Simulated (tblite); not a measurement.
CHO2 (SMILES O=C=[OH+]), charge +1, singlet, at a GFN2-xTB geometry; GFN1-xTB in tblite 0.6.0.

The tblite input:
```
$ tblite run mol.xyz --method gfn1 --charge 1 --spin 0 --json tblite.json --no-restart

# file mol.xyz
4

C     -0.00695796     0.00985104    -0.11037218
O     -0.02341240    -0.02147629     1.07634088
O      0.09771270    -0.03387449    -1.21876599
H     -0.55265466     0.38369998     1.80163397
```

The log (banner, timings and long lists left out):

```
xTB calculator
 | screened Coulomb repulsion
 | Coulomb electrostatics
 |  * isotropic Klopman-Ohno-Mataga-Nishimoto electrostatics
 |  * onsite third-order electrostatics
 | DFT-D3(BJ) dispersion correction

halogen bonding energy    0.0000000000000E+00 Eh
repulsion energy          1.4277375430845E-01 Eh
dispersion energy        -5.0433768507562E-04 Eh
number of electrons       1.6000000000000E+01 e
integral cutoff           1.9731147476801E+01 bohr

------------------------------------------------------------
  cycle        total energy    energy error   density error
------------------------------------------------------------
      1     -11.02152663078  -1.1163796E+01   8.2023713E-01
      2     -11.44406182400  -4.2253519E-01   3.8951748E-01
      3     -11.47637472178  -3.2312898E-02   2.0624098E-01
      4     -11.47795286024  -1.5781385E-03   8.8391118E-02
      5     -11.48345667664  -5.5038164E-03   7.6318090E-03
      6     -11.48346930372  -1.2627077E-05   1.5311163E-03
      7     -11.48347151346  -2.2097415E-06   8.7127545E-05
      8     -11.48347148765   2.5807228E-08   1.9057773E-04
      9     -11.48347152182  -3.4168378E-08   6.6698089E-06
------------------------------------------------------------

electronic energy        -1.1625740938446E+01 Eh
total energy             -1.1483471521822E+01 Eh

Post processing:
 | Mayer-Wiberg bond orders

[Info] JSON dump of results written to 'tblite.json'
```
